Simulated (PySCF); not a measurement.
(SiH3)2PPF2, F₂H₆P₂Si₂.
Numbering: `[F:1][P:2]([F:3])[P:4]([SiH3:5])[SiH3:6]` (hydrogens: H7, H8, H9 on Si5; H10, H11, H12 on Si6)

Computed with PBE0-D3(BJ)/def2-SVP geometry optimisation, gas phase in PySCF 2.14.0.

Entries marked ? are missing. Bonds in one row agree within 0.01 Å.

| coordinate | value |
| --- | --- |
| F1–P2 | ? |
| P2–F3 | ? |
| P2–P4 | 2.239 Å |
| P4–Si5, P4–Si6 | ? |
| Si5–H7 and 5 like bonds | 1.493 Å |
| F1–P2–F3 | 97.8° |
| F1–P2–P4 | ? |
| P2–P4–Si5 | ? |
| Si5–P4–Si6 | ? |

Problem. Fill in the missing values.

Solution. 
- F1–P2 = 1.611 Å, drawn single (phosphorus-bound fluorine to three-coordinate phosphorus); 0.03 Å below the sum of covalent radii, 1.64 Å.
- P2–F3 = 1.622 Å, drawn single (three-coordinate phosphorus to phosphorus-bound fluorine); 0.02 Å below the sum of covalent radii, 1.64 Å.
- P4–Si5, P4–Si6 = 2.269 Å, drawn single (three-coordinate phosphorus to SiH3 silicon); 0.09 Å above the sum of covalent radii, 2.18 Å.
- F1–P2–P4 = 98.1°, at the three-coordinate phosphorus; the outer atoms are 2.937 Å apart.
- P2–P4–Si5 = 95.9°, at the three-coordinate phosphorus; the outer atoms are 3.348 Å apart.
- Si5–P4–Si6 = 95.5°, at the three-coordinate phosphorus; the outer atoms are 3.359 Å apart.

Radii are Cordero's.

Not checked by PBE0-D3(BJ)/def2-SVP frequencies. The numbers are those of one conformer (F1–P2–P4–Si5 -143°).

On one thread of an Arm Neoverse V1 (shared host), this took 2.4 min wall and 0.56 GiB of memory at its peak. That covers the optimisation of the geometry.
